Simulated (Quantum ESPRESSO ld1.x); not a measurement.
Input (ld1.x (Quantum ESPRESSO 7.5)):

```
 &input
    zed=43.0,
    iswitch=1,
    rel=1,
    dft='PW91',
    config='[Kr] 4d5 5s1 7d1',
    dx=0.01,
    rmax=200,
    prefix='ld1',
    max_out_wfc=37,
    file_charge='ld1.rho',
 /
```

Command: `OMP_NUM_THREADS=1 ld1.x < ld1.in > ld1.out`

Standard output:

```
     Program LD1 v.7.5 starts

     --------------------------- All-electron run ----------------------------

     scalar relativistic calculation

     atomic number is 43.00
     dft =PW91   lsd =0 sic =0 latt =0  beta=0.20 tr2=1.0E-14
     Exchange-correlation= PW91
                           (   1   4   2   2   0   0   0)
     mesh =1707 r(mesh) = 200.09653 a.u. xmin = -8.00 dx = 0.01000
     1 Ry =  13.60569312 eV, c = 137.03599908

     n l     nl                  e(Ry)          e(Ha)          e(eV)
     1 0     1S 1( 2.00)     -1534.5175      -767.2587    -20878.1741
     2 0     2S 1( 2.00)      -219.3404      -109.6702     -2984.2777
     2 1     2P 1( 6.00)      -196.3766       -98.1883     -2671.8401
     3 0     3S 1( 2.00)       -38.5915       -19.2958      -525.0647
     3 1     3P 1( 6.00)       -31.0528       -15.5264      -422.4950
     4 0     4S 1( 2.00)        -5.8696        -2.9348       -79.8600
     4 1     4P 1( 6.00)        -3.8094        -1.9047       -51.8299
     3 2     3D 1(10.00)       -18.8467        -9.4234      -256.4225
     4 2     4D 1( 5.00)        -0.9557        -0.4778       -13.0027
     5 0     5S 1( 1.00)        -0.7588        -0.3794       -10.3239
     7 2     7D 1( 1.00)        -0.0309        -0.0155        -0.4208

     final scf error:  5.7E-15 reached in  73 iterations

     Etot =   -8572.094268 Ry,   -4286.047134 Ha, -116629.284037 eV

     Ekin =    8851.330245 Ry,    4425.665122 Ha,  120428.483042 eV
     Encl =  -20637.758649 Ry,  -10318.879324 Ha, -280791.010920 eV
     Eh   =    3471.908979 Ry,    1735.954489 Ha,   47237.728118 eV
     Exc  =    -257.574843 Ry,    -128.787422 Ha,   -3504.484277 eV

     normalization and overlap integrals

     s(1S/1S) =  1.000000  <r> =   0.0343  <r2> =    0.0016  r(max) =   0.0223
     s(1S/2S) = -0.009502
     s(1S/3S) = -0.003855
     s(1S/4S) = -0.001598
     s(1S/5S) = -0.000524
     s(2S/2S) =  1.000000  <r> =   0.1496  <r2> =    0.0264  r(max) =   0.1260
     s(2S/3S) = -0.002332
     s(2S/4S) = -0.000935
     s(2S/5S) = -0.000305
     s(2P/2P) =  1.000000  <r> =   0.1304  <r2> =    0.0208  r(max) =   0.1011
     s(2P/3P) = -0.001905
     s(2P/4P) = -0.000697
     s(3S/3S) =  1.000000  <r> =   0.4154  <r2> =    0.1976  r(max) =   0.3711
     s(3S/4S) = -0.000603
     s(3S/5S) = -0.000193
     s(3P/3P) =  1.000000  <r> =   0.4164  <r2> =    0.2017  r(max) =   0.3674
     s(3P/4P) = -0.000492
     s(4S/4S) =  1.000000  <r> =   1.0574  <r2> =    1.2672  r(max) =   0.9501
     s(4S/5S) = -0.000110
     s(4P/4P) =  1.000000  <r> =   1.1719  <r2> =    1.5739  r(max) =   1.0190
     s(3D/3D) =  1.000000  <r> =   0.3990  <r2> =    0.1911  r(max) =   0.3100
     s(3D/4D) = -0.000276
     s(3D/7D) = -0.000018
     s(4D/4D) =  1.000000  <r> =   1.6710  <r2> =    3.3820  r(max) =   1.2697
     s(4D/7D) = -0.000009
     s(5S/5S) =  1.000000  <r> =   3.0360  <r2> =   10.4574  r(max) =   2.6086
     s(7D/7D) =  1.000000  <r> =  30.6419  <r2> = 1045.7692  r(max) =  33.7439

     ------------------------ End of All-electron run ------------------------
```

Run on one thread of a shared host, so times are rough (Intel(R) Xeon(R) Processor @ 2.60GHz): 0.72 s of CPU time, 1.1 s wall, 73 iterations on 1707 mesh points.
